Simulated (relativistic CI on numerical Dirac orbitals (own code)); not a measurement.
## The 34-electron sequence from Se I to In XVI

Calculated at this level of theory: Dirac-Coulomb-Breit CI, separate exchange-only KLI orbitals for each configuration, model QED (radiative potential, 1s self-energy scaled to tabulated hydrogen-like ionisation energies), valence Slater integrals scaled by 0.9, P86 correlation energy added to each configuration (own radial code, finite nucleus).

Configurations in the expansion (outside the closed core [Ar] 3d10): 4s2 4p4, 4s 4p5, 4p6, 4s2 4p3 4d, 4s 4p4 4d, 4s2 4p3 4f, 4s 4p4 4f. Double excitations out of closed p, d and f shells are left out; levels of such configurations are missing from the list, as are those of other unlisted configurations, and high levels can miss mixing partners.

Energies above each ion's lowest level, in cm⁻¹. Levels are followed by their leading LS label, which can pass from one level to another where the coupling changes.

| Ion | 4s2 4p4 3P_2 | 4s2 4p4 3P_1 | 4s2 4p4 3P_0 | 4s2 4p4 1D_2 | 4s2 4p4 1S_0 |
| --- | --- | --- | --- | --- | --- |
| Se I | 0.0 | 1972.4 | 2519.6 | 10728.1 | 20786.8 |
| Br II | 0.0 | 3070.3 | 3817.6 | 13268.2 | 28302.4 |
| Kr III | 0.0 | 4450.5 | 5321.8 | 15736.7 | 34522.7 |
| Rb IV | 0.0 | 6138.4 | 7016.4 | 18288.4 | 40450.0 |
| Sr V | 0.0 | 8167.2 | 8882.9 | 21039.5 | 46521.2 |
| Zr VII | 0.0 | 13390.5 | 13015.0 | 27518.2 | 59900.3 |
| Nb VIII | 0.0 | 16658.8 | 15209.9 | 31381.6 | 67521.3 |
| Mo IX | ? | ? | ? | ? | ? |
| Tc X | 0.0 | 24705.6 | 19691.1 | 40594.4 | 85357.6 |
| Ru XI | 0.0 | 29566.4 | 21920.1 | 46041.8 | 95827.6 |
| Rh XII | 0.0 | 35043.9 | 24116.8 | 52106.2 | 107499.2 |
| Pd XIII | 0.0 | 41183.9 | 26269.9 | 58833.4 | 120487.4 |
| Ag XIV | 0.0 | 48034.0 | 28373.4 | 66271.4 | 134903.1 |
| Cd XV | 0.0 | 55643.8 | 30425.0 | 74469.7 | 150855.0 |
| In XVI | 0.0 | 64064.9 | 32425.1 | 83480.1 | 168451.9 |

Q: Fill in the row of Mo IX.

A: 4s2 4p4 3P_2 0.0, 4s2 4p4 3P_1 20416.7, 4s2 4p4 3P_0 17444.1, 4s2 4p4 1D_2 35728.8, 4s2 4p4 1S_0 75957.9 (cm⁻¹).

The lowest level keeps the configuration 4s2 4p4 and J = 2 throughout.

Between Z = 46 and 49 the energy of 4s2 4p4 3P_1 follows a local power law Z^7.0. For orientation: electrostatic splittings inside a shell grow about linearly with the screened charge, excitations that change n as its square, and fine structure as its fourth power; written in Z itself the exponents are larger, since the screened charge grows faster in proportion.

The members near neutrality are the least accurate: they can be off by several eV, miss lower levels of configurations outside the list, or start from a wrong lowest level.
